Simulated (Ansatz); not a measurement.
Computed with Ansatz on PBE0-D4/def2-TZVP structures; ΔE is electronic, products minus reactants. CBS: MP2 limit from def2 TZ/QZ plus the TZ coupled-cluster correction, frozen cores. This one scheme is used for every species. DFT in def2-TZVPP. B3LYP here is the variant with VWN-RPA as its local correlation; programs differ in this. Each species was taken in one conformer, which may not be the lowest.

`C[SiH2][SiH2]Cl` + `BOC1CO1` → `Cl[SiH2]OC1CO1` + `B[SiH2]C`  (redistribution)

| level | ΔE (kJ/mol) | difference from CCSD(T)/CBS |
| --- | --- | --- |
| PBE-D4 | 75.8 | 16.6 |
| r2SCAN-D4 | 64.0 | 4.8 |
| PBE0-D4 | 69.9 | 10.7 |
| B3LYP-D4 | 63.7 | 4.5 |
| ωB97X-V | 60.0 | 0.8 |
| ωB97M-V | 60.1 | 0.9 |
| B2PLYP | 60.2 | 1.0 |
| PBE | 75.2 | 16.0 |
| r2SCAN | 63.9 | 4.7 |
| PBE0 | 69.3 | 10.1 |
| B3LYP | 62.6 | 3.4 |
| HF/def2-TZVPP | 43.9 | -15.3 |
| MP2/def2-TZVPP | 58.0 | -1.2 |
| SCS-MP2/def2-TZVPP | 54.8 | -4.4 |
| CCSD/def2-TZVPP | 55.7 | -3.5 |
| CCSD(T)/def2-TZVPP | 59.1 | -0.1 |
| HF/def2-QZVPP | 43.3 | -15.9 |
| MP2/def2-QZVPP | 57.8 | -1.4 |
| SCS-MP2/def2-QZVPP | 54.7 | -4.5 |
| HF/CBS(def2) | 43.3 | -15.9 |
| MP2/CBS(def2) | 58.0 | -1.2 |
| CCSD/CBS(def2) | 55.7 | -3.5 |
| CCSD(T)/CBS | 59.2 | 0 |

Largest T1 diagnostic among the species: 0.014.

From PBE to PBE0 (25 % exact exchange), in def2-TZVPP and without D4, ΔE moves by −5.9 kJ/mol. In def2-TZVPP, CCSD(T) changes the Hartree–Fock value by +15.2 kJ/mol (the triples alone add +3.4 kJ/mol) and MP2 by +14.1 kJ/mol.
